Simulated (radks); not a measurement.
The tin ion Sn3+, configuration [Kr] 4d10 5s(up 0.5, down 0.5) (fractional occupations, a model configuration). Method: non-relativistic Kohn-Sham, TPSS, spin-polarised, spherical densities, point nucleus; meta-GGA in the generalised Kohn-Sham scheme; relativity is left out, which matters for an element this heavy; computed with a radial shooting solver on a logarithmic mesh with Libxc functionals.

Normalised radial functions P(r) = r R(r), r in bohr:

r	4s	4d
0.002696	0.1034	0.0000
0.003567	0.1307	0.0001
0.004719	0.1627	0.0001
0.006244	0.1981	0.0003
0.008262	0.2342	0.0007
0.01093	0.2651	0.0015
0.01458	0.2813	0.0034
0.01929	0.2676	0.0074
0.02552	0.2079	0.0154
0.03377	0.0878	0.0314
0.04468	-0.0919	0.0613
0.05912	-0.2980	0.1139
0.07823	-0.4502	0.1977
0.1035	-0.4332	0.3146
0.1369	-0.1639	0.4466
0.1827	0.3100	0.5437
0.2417	0.6791	0.5139
0.3198	0.5970	0.2827
0.4231	-0.0349	-0.1466
0.5598	-0.8493	-0.6430
0.7407	-1.2716	-0.9895
0.9801	-1.0786	-1.0281
1.297	-0.5926	-0.8071
1.716	-0.2102	-0.4894
2.288	-0.0426	-0.2162
3.028	-0.0047	-0.0680
4.006	-0.0002	-0.0134
5.301	0.0000	-0.0014
7.014	0.0000	-0.0001

4s: eigenvalue -154.10 eV, 3 radial nodes at r = 0.0391, 0.152, 0.418 bohr, <r> = 0.849 bohr, 90 % of the charge inside 1.23 bohr. 4d: eigenvalue -56.134 eV, 1 radial node at r = 0.388 bohr, <r> = 1.07 bohr, 90 % of the charge inside 1.65 bohr.
